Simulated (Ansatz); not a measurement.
Reactions of `CO[Si](C)(F)[GeH3]`.

Isolated molecules relaxed with PBE0-D4/def2-TZVP in Ansatz; ΔE leaves out vibrations. CBS: MP2 limit from def2 TZ/QZ plus the TZ coupled-cluster correction, frozen cores. This one scheme is used for every species, atoms too. DFT in def2-TZVPP. Open shells (•) are unrestricted, without spin–orbit coupling. Spin–orbit coupling would lower the free atoms: a little for C, F, O, Si; clearly for Ge. For Ge, Se outer-core shells are correlated without core-valence functions, so the limit isn't a true one: a few kJ/mol of doubt a bond, and 10 to 20 or more in all where bonds break to atoms. Scalar relativity is left out up to krypton. Each species was taken in one conformer, which may not be the lowest.

| reaction | CCSD(T)/CBS(def2) (kcal/mol) |
| --- | --- |
| `CO[Si](C)(F)[GeH3]` → `[CH3][GeH3]` + `CO[Si]F` | 39.8 |
| `CO[Si](C)(F)[GeH3]` + H–F → `C[Si](F)(F)[GeH3]` + CH₃OH | -8.2 |
| `CO[Si](C)(F)[GeH3]` + H₂O → `CO[Si](C)(O)F` + GeH₄ | -26.2 |
| `CO[Si](C)(F)[GeH3]` → `C[SiH](F)[GeH3]` + `C=O` | ? |
| `CO[Si](C)(F)[GeH3]` → 2 C• + F• + Ge• + 9 H• + O• + Si• | ? |
| `CO[Si](C)(F)[GeH3]` → `CO[Si]C` + `[F][GeH3]` | 72.6 |
| `CO[Si](C)(F)[GeH3]` + H₂ → `C[SiH](F)[GeH3]` + CH₃OH | 23.7 |
| `CO[Si](C)(F)[GeH3]` + `N[SiH2][SiH2][SiH3]` → `[SiH3][SiH2][SiH2][GeH3]` + `CO[Si](C)(N)F` | -12.6 |
| `CO[Si](C)(F)[GeH3]` + H₂Se → `CO[Si](C)(F)[SeH]` + GeH₄ | -13.8 |
| `CO[Si](C)(F)[GeH3]` → `C[O][GeH3]` + `C[Si]F` | ? |

(1) Fill in the missing values. (Estimate.)

Largest T1 diagnostic: 0.015, for `C=O`.

## Answers

(1) Ansatz gave: `CO[Si](C)(F)[GeH3]` → `C[SiH](F)[GeH3]` + `C=O`: +53.6 kcal/mol; `CO[Si](C)(F)[GeH3]` → 2 C• + F• + Ge• + 9 H• + O• + Si•: +1303.7 kcal/mol; `CO[Si](C)(F)[GeH3]` → `C[O][GeH3]` + `C[Si]F`: +72.3 kcal/mol.
